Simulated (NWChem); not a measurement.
System: SeO, triplet; SMILES O=[Se]

Results from NWChem. Pople sets run with spherical d functions. Spin-unrestricted. All runs use the structure optimised with PBE0/def2-SVP, spin-unrestricted. No stability test was run on the SCF state.

For level KT2/6-31G*:

| Item | Result |
|---|---|
| lowest empty minus highest occupied level, either spin (eV) | 1.83 |

Question: What are these values for level TPSS/6-31G*?

Answer: 
- lowest empty minus highest occupied level, either spin (eV): 1.72
